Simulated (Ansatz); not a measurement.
The cluster K₄Bi₂⁺. Total charge 1; doublet. Geometry r2SCAN-D4/def2-SVP.

```csv
atom,x (Å),y (Å),z (Å)
K1,-1.979,-1.057,3.373
K2,-3.311,0.547,-1.353
K3,0.987,-0.043,-0.014
K4,2.432,-1.580,4.462
Bi5,-0.443,1.049,-3.314
Bi6,2.315,1.084,-3.155
```

In the def2 sets Bi takes a core potential; there is no spin–orbit coupling. At r2SCAN-D4/def2-TZVP, PBE0-D4/def2-TZVP, BHLYP-D4/def2-TZVP the charge 1 doublet is spin-contaminated (final ⟨S²⟩ up to 1.48, 0.75 for a pure state). The geometry of the doublet was relaxed on an unsound state (⟨S²⟩ 1.39, where a pure state has 0.75). Another isomer (doublet) lies 2.24 eV lower at PBE0-D4/def2-TZVP; other spin states weren't run for this one.

Problem. Estimate the α-spin orbital energies around the gap (eV) in Ansatz with PBE-D4/def2-TZVP, r2SCAN-D4/def2-TZVP, B97M-V/def2-TZVP, PBE0-D4/def2-TZVP, BHLYP-D4/def2-TZVP.

Solution. 
| orbital | PBE-D4/def2-TZVP | r2SCAN-D4/def2-TZVP | B97M-V/def2-TZVP | PBE0-D4/def2-TZVP | BHLYP-D4/def2-TZVP |
| --- | --- | --- | --- | --- | --- |
| HOMO−13 | -21.94 | -22.47 | -22.94 | -23.99 | -26.02 |
| HOMO−12 | -21.58 | -22.30 | -22.50 | -23.63 | -25.47 |
| HOMO−11 | -21.57 | -22.28 | -22.50 | -23.62 | -25.46 |
| HOMO−10 | -21.54 | -22.27 | -22.48 | -23.60 | -25.44 |
| HOMO−9 | -21.05 | -21.69 | -22.02 | -23.06 | -25.06 |
| HOMO−8 | -21.04 | -21.66 | -22.02 | -23.05 | -25.06 |
| HOMO−7 | -20.96 | -21.58 | -21.94 | -22.97 | -24.99 |
| HOMO−6 | -16.85 | -17.18 | -16.89 | -18.40 | -19.92 |
| HOMO−5 | -14.73 | -14.85 | -14.58 | -15.91 | -17.05 |
| HOMO−4 | -7.61 | -7.58 | -7.66 | -8.30 | -8.95 |
| HOMO−3 | -7.24 | -7.30 | -7.31 | -8.06 | -8.80 |
| HOMO−2 | -6.93 | -6.98 | -6.85 | -7.52 | -8.17 |
| HOMO−1 | -5.80 | -5.90 | -5.80 | -6.34 | -6.91 |
| HOMO | -5.64 | -5.66 | -5.64 | -6.22 | -6.52 |
| LUMO | -5.21 | -4.91 | -5.06 | -4.48 | -4.04 |
| LUMO+1 | -4.95 | -4.41 | -5.02 | -4.41 | -3.69 |
| LUMO+2 | -4.28 | -4.20 | -4.38 | -3.85 | -3.34 |
| LUMO+3 | -4.16 | -3.75 | -4.20 | -3.63 | -3.22 |
| LUMO+4 | -3.74 | -3.70 | -3.84 | -3.33 | -2.73 |
| LUMO+5 | -3.51 | -3.11 | -3.49 | -2.97 | -2.48 |
| β HOMO | -5.72 | -5.69 | -5.68 | -6.13 | -6.41 |
| β LUMO | -5.21 | -4.73 | -5.11 | -4.66 | -4.23 |
